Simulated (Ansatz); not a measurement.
One change: `[OH][SnH]([Cl])[Br]` becomes `[NH2][SnH]([OH])[Cl]`.

Ansatz, PBE0-D4/def2-TZVP geometries, multiplicity 1. Each molecule was computed in one conformer, which needn't be the lowest.

Elements past krypton have def2 core potentials. Scalar relativity is left out up to krypton.

```
                                          property  `[OH][SnH]([Cl])[Br]`
size of the dipole moment (ωB97M-V/def2-TZVPP) / D                   0.81
             HOMO–LUMO gap (B3LYP/def2-TZVPP) / eV                   6.23
                LUMO energy (PBE0/def2-TZVPP) / eV                  -1.97
                 LUMO energy (PBE/def2-TZVPP) / eV                  -2.87
               HOMO–LUMO gap (PBE/def2-TZVPP) / eV                   4.55
           HOMO–LUMO gap (ωB97M-V/def2-TZVPP) / eV                  11.03
```

(1) Give the same properties after the change, and the shifts. (Best estimate.)

Results:

(1) Ansatz gave: 
| property | `[NH2][SnH]([OH])[Cl]` | shift |
| --- | --- | --- |
| size of the dipole moment (ωB97M-V/def2-TZVPP) / D | 1.15 | 0.34 |
| HOMO–LUMO gap (B3LYP/def2-TZVPP) / eV | 6.40 | 0.17 |
| LUMO energy (PBE0/def2-TZVPP) / eV | -0.96 | 1.01 |
| LUMO energy (PBE/def2-TZVPP) / eV | -1.92 | 0.95 |
| HOMO–LUMO gap (PBE/def2-TZVPP) / eV | 4.61 | 0.06 |
| HOMO–LUMO gap (ωB97M-V/def2-TZVPP) / eV | 11.26 | 0.23 |

With PBE0 the HOMO rises by 0.82 eV and the LUMO rises by 1.01 eV, so the gap widens by about 0.19 eV. PBE moves the HOMO by 0.89 eV and ωB97M-V by 0.71 eV. The zero-point energy changes by 64.3 kJ/mol with +6 modes. Dipoles are sizes alone; their direction can turn.

B3LYP here is the variant with VWN-RPA as its local correlation; programs differ in this.

Spin–orbit coupling is left out; it splits and shifts lone-pair levels of the heavy atoms by tenths of an eV.
